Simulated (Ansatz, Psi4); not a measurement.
Ansatz (an electronic-structure program) was given this input:
Ansatz 0.2 input:
```yaml
crystal:
  periodic: [false, false, false]
  atoms:
    - {symbol: In, position_ang: [-0.00000000, -0.00000000, -0.31421463]}
    - {symbol: F, position_ang: [0.00000000, 0.00000000, 1.71072408]}
basis:
  gaussian:
    orbitals: STO-3G
hamiltonian:
  xc: b3lyp5
accuracy: high
```

**Question.** Give the equivalent Psi4 input.

**Answer.** Several could match; the one computed here: 
```
memory 2 GB

molecule {
0 1
In   -0.00000000   -0.00000000   -0.31421463
F     0.00000000    0.00000000    1.71072408
}

set {
  basis sto-3g
  scf_type pk
  puream true
  d_convergence 1e-8
  dft_radial_points 99
  dft_spherical_points 590
}

energy('b3lyp5')
print_variables()
```

Both were run: Ansatz gave -5782.960967 Eh and Psi4 -5782.960938 Eh, 0.029 mEh apart.
